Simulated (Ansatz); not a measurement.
`O[SiH]1N=C1Cl` + difluoromethane → `FC(F)[SiH]1N=C1Cl` + H₂O at 298.15 K and 1 bar (formal exchange of groups at the Si–O bond).

Calculated with Ansatz (gas phase, PBE0-D4/def2-TZVP geometries, no zero-point term in ΔE). CCSD(T)/CBS is the MP2 limit (def2-TZVPP, def2-QZVPP) plus CCSD(T) − MP2 in def2-TZVPP, frozen cores. This one scheme is used for every species. Each species was taken in one conformer, which may not be the lowest.

```csv
species,CCSD(T)/CBS energy (Eh),H − E (kJ/mol),S (J/(mol·K))
`O[SiH]1N=C1Cl`,-917.98521,106.4,321.3
`FCF`,-238.82660,97.1,246.5
`FC(F)[SiH]1N=C1Cl`,-1080.37669,132.5,378.5
H₂O,-76.37941,66.4,188.7
```

H − E and S are ideal-gas, rigid-rotor, harmonic terms from PBE0-D4/def2-TZVP, for one conformer and one mirror image of each species. 1 Eh = 2625.50 kJ/mol, R = 8.31446 J/(mol·K).

Problem. By hand: ΔE, ΔH, ΔS and ΔG.

Solution. ΔE = (-1080.37669) + (-76.37941) − (-917.98521) − (-238.82660) = 0.05571 Eh = 146.3 kJ/mol. Δ(H − E) = 132.5 + 66.4 − 106.4 − 97.1 = -4.6, so ΔH = 141.7 kJ/mol. ΔS = 378.5 + 188.7 − 321.3 − 246.5 = -0.6 J/(mol·K). ΔG = 141.7 − 298.15 × (-0.6)/1000 = 141.9 kJ/mol.

Problem. By hand: the equilibrium constant, and the temperature at which ΔG would vanish if ΔH and ΔS stayed fixed.

Solution. log₁₀ K = −ΔG/(RT ln 10) = -24.9. ΔH and −TΔS have one sign here, so there is no such temperature.

The number of gas molecules stays the same, so ΔS is small and ΔH decides. A doubt of 5 kJ/mol in ΔE shifts log₁₀ K by 0.9 here. Other conformers and mirror images would add mixing entropy, several J/(mol·K) or more a flexible species. Modes under 60 cm⁻¹, often nearly free rotors, make the harmonic entropy too high. These are equilibria of isolated gas molecules and say nothing of rates. Largest T1 diagnostic: 0.014 (customary marks: 0.02 for closed shells, 0.045 for open ones).

ΔS is within the doubt of such terms, so its sign, and with it that verdict, could turn.
